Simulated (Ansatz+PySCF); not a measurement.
A calculation with PySCF 2.14.0.

```python
from pyscf import gto, scf

mol = gto.M(atom="""
Fe 0.000000 0.000000 0.000000
F 0.000000 0.000000 1.780000
""", basis='def2-svp', charge=0, spin=5)
mf = scf.UHF(mol)
mf.init_guess = 'minao'
mf.kernel()
while True:  # follow internal instabilities
    mo, _, stable, _ = mf.stability(return_status=True)
    if stable: break
    mf.kernel(mf.make_rdm1(mo, mf.mo_occ))
print(mf.converged, mf.e_tot, mf.spin_square()[0])
```

The script is written out from the run's settings.

Output:

```json
{"Converged": "yes", "Total energy": "-1361.66543 hartree", "Spin squared of the determinant": "8.753"}
```

Caution: other spin multiplicities were not run.
